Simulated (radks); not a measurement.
Initial-state core-level shifts of the iron ion Fe2+ when its valence configuration changes from [Ar] 3d6. Method: Dirac Kohn-Sham, PBEsol, spin-unpolarised, spherical densities, finite nucleus; open shells are shared between the two j in proportion to 2j + 1; Fermi nuclear charge, rms radius 3.7377 fm; computed with a radial shooting solver on a logarithmic mesh with Libxc functionals. Shifts are changes of the shell-averaged eigenvalues in eV (positive: less bound); the change of the density at the nucleus, which sets a Mossbauer isomer shift, is in e/bohr^3, on a base of 1.505e+04.

[
 {"valence": "3d4 4p2", "1s": "-18.632", "2s": "-20.692", "2p": "-20.502", "3p": "-17.042", "density at nucleus": "+5.507"},
 {"valence": "3d5 4s1", "1s": "-7.466", "2s": "-8.424", "2p": "-8.339", "3p": "-6.910", "density at nucleus": "+12.619"},
 {"valence": "3d5 4p1", "1s": "-8.798", "2s": "-9.709", "2p": "-9.621", "3p": "-8.233", "density at nucleus": "+2.332"},
 {"valence": "3d5.5 4s0.5", "1s": "-3.582", "2s": "-4.037", "2p": "-3.996", "3p": "-3.354", "density at nucleus": "+5.939"},
 {"valence": "3d3 4s2 4p1", "1s": "-27.055", "2s": "-30.499", "2p": "-30.213", "3p": "-23.970", "density at nucleus": "+35.597"},
 {"valence": "3d5.5 4p0.5", "1s": "-4.260", "2s": "-4.686", "2p": "-4.644", "3p": "-4.030", "density at nucleus": "+1.061"},
 {"valence": "3d3 4p3", "1s": "-29.409", "2s": "-32.841", "2p": "-32.538", "3p": "-26.278", "density at nucleus": "+9.491"},
 {"valence": "3d4 4s2", "1s": "-16.094", "2s": "-18.205", "2p": "-18.027", "3p": "-14.544", "density at nucleus": "+28.486"}
]
